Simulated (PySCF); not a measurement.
The numbers are results of PBE-D3(BJ)/def2-TZVP (PySCF), not measurements. All species are isolated molecules in the gas phase. One relaxed conformer stands for a flexible species; it need not be the lowest. Excitations are Tamm–Dancoff values on a coarser integration grid. The basis has no diffuse functions, so Rydberg states are missing or too high.

Reference species (SMILES): `SC=C1SCS1` (H–S–C–C torsion 99°) (neutral, multiplicity 1).

- S1–T1 gap (TDA): 0.19 eV
- LUMO: -2.26 eV
- HOMO–LUMO gap: 2.99 eV

Changed species: `S=C(S)/C=C/S`.

Q: Predict the effect on the S1–T1 gap (TDA), LUMO and HOMO–LUMO gap.

A: the S1–T1 gap (TDA) rises by 0.17 eV, to 0.36 eV; the LUMO drops by 1.06 eV, to -3.32 eV; the HOMO–LUMO gap decreases by 1.09 eV, to 1.90 eV.
